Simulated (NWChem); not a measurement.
BSiH4OCl; SMILES OB([SiH3])Cl

```xyz
8

B      0.4388    -0.0998     0.0055
Cl    -0.6035    -1.5443     0.0705
O      1.7702    -0.2570    -0.0388
H      2.0477    -1.1836    -0.0305
Si    -0.4174     1.7376     0.0006
H      0.5983     2.8329    -0.0569
H     -1.2432     1.9108     1.2367
H     -1.3298     1.8643    -1.1791
```
Atoms are numbered in this order, from 1.

Results from NWChem. Pople sets run with spherical d functions. The geometry was optimised at PBE0/def2-SVP. Vzz is the largest principal value of the second derivative of the potential at the nucleus (NWChem prints the opposite sign); η is the asymmetry. Non-relativistic.

```csv
level,Vzz B1 (a.u.),η B1,Vzz Cl2 (a.u.),η Cl2,Vzz O3 (a.u.),η O3,relative time
PBE0/6-31G*,0.302,0.73,1.886,0.39,1.182,0.04,2
PBE0/def2-SVP,0.313,0.77,1.814,0.42,1.225,0.08,2
Hartree-Fock/def2-SVP,0.380,0.73,1.791,0.38,1.334,0.02,1
Hartree-Fock/cc-pVTZ,0.396,0.71,1.820,0.40,1.281,0.02,9
```

Relative times are rough (shared machine, one core).
